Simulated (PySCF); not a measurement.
# Si: excitation energy

Si [Ne] 3s2 3p2 (3P) → Si [Ne] 3s2 3p1 4s1, s spin flipped, as a difference of total energies. Calculation: PySCF 2.14, in aug-cc-pV(T+d)Z with one added diffuse shell each of s, p, d, f type (7s6p5d3f, 71 functions); the non-relativistic Hamiltonian (point nucleus). Correlated levels: valence: [Ne] frozen. The calculations carry no spin-orbit coupling.

| method | excitation energy (eV) |
| --- | --- |
| UHF | 4.735 |
| LDA | 4.948 |
| PBE | 4.945 |
| PBE0 | 5.009 |
| r2SCAN | 5.180 |
| M06-L | 5.095 |
| r2SCAN0 | 5.145 |
| B2PLYP | 4.889 |
| revPBE | 4.929 |
| MP2 (valence) | 4.985 |
| SCS-MP2 (valence) | 4.908 |

Q: How much does correlation contribute at MP2 (valence)?

A: 4.985 − (4.735) = 0.250 eV, measured against UHF.

The upper determinant mixes two multiplicities, so it lies between the two terms.

The promoted electron is Rydberg-like, and one or two diffuse shells describe it only roughly, which tends to raise the upper state.
